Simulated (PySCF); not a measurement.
Ligands exchanged one at a time, Ga NH2-H. Isolated molecules, 0 K electronic values unless said otherwise. One relaxed conformer stands for each flexible species; it need not be the lowest. Strings in code marks are SMILES.

Calculation: ωB97X-D3(BJ)/def2-TZVP // PBE0-D3(BJ)/def2-TZVP (PySCF). Excitations are Tamm–Dancoff values on a coarser integration grid. The basis has no diffuse functions, so Rydberg states are missing or too high.

```csv
species,HOMO–LUMO gap (eV),T1 excitation (TDA) (eV),S1–T1 gap (TDA) (eV)
0 of 3 NH2 replaced by H (`[NH2][Ga]([NH2])[NH2]`),11.36,5.63,0.46
1 of 3 NH2 replaced by H (`[NH2][GaH][NH2]`),11.40,5.68,0.57
2 of 3 NH2 replaced by H (`[NH2][GaH2]`),11.08,5.19,1.26
3 of 3 NH2 replaced by H,11.19,–,–
```
